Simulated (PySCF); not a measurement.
Isomers of C5H7NO2.

All values: PBE0/def2-SVPD (PySCF) at GFN2-xTB geometries, gas phase, one conformer each. Core orbitals are frozen in the response; Δα² is half the sum of the squared differences of the principal polarisabilities.

**Question.** Rank by polarisability anisotropy Δα, lowest first.
A. `[CH2:1]=[C:2]([C:3]([CH3:4])=[O:5])[C:6]([NH2:7])=[O:8]` with C1–C2–C3–C4 0°, C1–C2–C6–N7 180°, C2–C6–N7–H 0° and 180°
B. `[O:1]=[CH:2][NH:3][C:4]1=[CH:5][CH2:6][O:7][CH2:8]1` with O1–C2–N3–C4 0°, C2–N3–C4–C5 180°
C. `[CH3:1][O:2][C@@:3]1([CH3:4])[O:5][C@H:6]1[C:7]#[N:8]` with C1–O2–C3–C4 -86°
D. `[CH3:1][O:2][CH2:3][c:4]1[cH:5][n:6][o:7][cH:8]1` with C1–O2–C3–C4 -70°, O2–C3–C4–C5 100°
E. `[CH2:1]=[CH:2][O:3]/[CH:4]=[CH:5]\[C:6]([NH2:7])=[O:8]` with C1–C2–O3–C4 180°, C2–O3–C4–C5 180°, C4–C5–C6–N7 -1°, C5–C6–N7–H 179° and 1°
F. `[CH3:1][O:2][C@H:3]([C:4]#[N:5])[CH2:6][CH:7]=[O:8]` with C1–O2–C3–C4 -66°, O2–C3–C6–C7 -160°, C3–C6–C7–O8 7°

**Answer.** F (1.99 Å³), D (3.06 Å³), C (3.85 Å³), A (5.95 Å³), B (7.26 Å³), E (9.65 Å³).

**Question.** Rank by HOMO–LUMO gap, highest first.
A. `[CH3:1][O:2][C@@:3]1([CH3:4])[O:5][C@H:6]1[C:7]#[N:8]` with C1–O2–C3–C4 -86°
B. `[O:1]=[CH:2][NH:3][C:4]1=[CH:5][CH2:6][O:7][CH2:8]1` with O1–C2–N3–C4 0°, C2–N3–C4–C5 180°
C. `[CH3:1][O:2][C@H:3]([C:4]#[N:5])[CH2:6][CH:7]=[O:8]` with C1–O2–C3–C4 -66°, O2–C3–C6–C7 -160°, C3–C6–C7–O8 7°
D. `[CH2:1]=[CH:2][O:3]/[CH:4]=[CH:5]\[C:6]([NH2:7])=[O:8]` with C1–C2–O3–C4 180°, C2–O3–C4–C5 180°, C4–C5–C6–N7 -1°, C5–C6–N7–H 179° and 1°
E. `[CH3:1][O:2][CH2:3][c:4]1[cH:5][n:6][o:7][cH:8]1` with C1–O2–C3–C4 -70°, O2–C3–C4–C5 100°
F. `[CH2:1]=[C:2]([C:3]([CH3:4])=[O:5])[C:6]([NH2:7])=[O:8]` with C1–C2–C3–C4 0°, C1–C2–C6–N7 180°, C2–C6–N7–H 0° and 180°

**Answer.** A (8.20 eV), E (6.99 eV), C (6.85 eV), D (6.10 eV), B (5.96 eV), F (5.16 eV).

All values together:

| SMILES | μ (D) | HOMO (eV) | LUMO (eV) | α (Å³) | Δα (Å³) |
| --- | --- | --- | --- | --- | --- |
| COCc1cnoc1 | 2.32 | -7.70 | -0.71 | 10.39 | 3.06 |
| C=CO/C=C\C(N)=O | 5.32 | -7.11 | -1.01 | 12.31 | 9.65 |
| CO[C@@]1(C)O[C@H]1C#N | 4.60 | -8.39 | -0.19 | 10.31 | 3.85 |
| CO[C@H](C#N)CC=O | 4.00 | -8.13 | -1.28 | 10.33 | 1.99 |
| O=CNC1=CCOC1 | 4.67 | -6.52 | -0.56 | 11.17 | 7.26 |
| C=C(C(C)=O)C(N)=O | 3.03 | -7.55 | -2.39 | 10.95 | 5.95 |

Conformers: `[CH3:1][O:2][CH2:3][c:4]1[cH:5][n:6][o:7][cH:8]1` with C1–O2–C3–C4 -70°, O2–C3–C4–C5 100°; `[CH2:1]=[CH:2][O:3]/[CH:4]=[CH:5]\[C:6]([NH2:7])=[O:8]` with C1–C2–O3–C4 180°, C2–O3–C4–C5 180°, C4–C5–C6–N7 -1°, C5–C6–N7–H 179° and 1°; `[CH3:1][O:2][C@@:3]1([CH3:4])[O:5][C@H:6]1[C:7]#[N:8]` with C1–O2–C3–C4 -86°; `[CH3:1][O:2][C@H:3]([C:4]#[N:5])[CH2:6][CH:7]=[O:8]` with C1–O2–C3–C4 -66°, O2–C3–C6–C7 -160°, C3–C6–C7–O8 7°; `[O:1]=[CH:2][NH:3][C:4]1=[CH:5][CH2:6][O:7][CH2:8]1` with O1–C2–N3–C4 0°, C2–N3–C4–C5 180°; `[CH2:1]=[C:2]([C:3]([CH3:4])=[O:5])[C:6]([NH2:7])=[O:8]` with C1–C2–C3–C4 0°, C1–C2–C6–N7 180°, C2–C6–N7–H 0° and 180°.
